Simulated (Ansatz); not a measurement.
Results of the Gaussian-basis code of Ansatz.

A structure relaxed at PBE0-D4/def2-TZVP, charge 0, multiplicity 1:

```
atom   x (Å)   y (Å)   z (Å)
  C1  -1.380   1.606   0.319
  C2  -0.746   0.508  -0.061
 Cl3  -1.483  -0.616  -1.172
  O4   0.472   0.166   0.353
 Si5   1.386  -1.175  -0.037
  H6  -2.368   1.830  -0.050
  H7  -0.894   2.282   1.010
  H8   2.625  -0.968   0.742
  H9   1.681  -1.211  -1.489
 H10   0.705  -2.422   0.385
```

Question: Give its formula and SMILES.

Answer: C2H5ClOSi, `C=C(Cl)O[SiH3]`.

Question: Point group (tolerance 0.08 Å, 0.16 Å for H)?

Answer: Cs.

Question: Summarise the bond lengths by kind.

Answer: 1 × C–C 1.324 Å; 2 × C–H 1.078 to 1.081 Å; 1 × C–Cl 1.744 Å; 1 × C–O 1.331 Å; 1 × O–Si 1.669 Å; 3 × H–Si 1.479 to 1.482 Å.
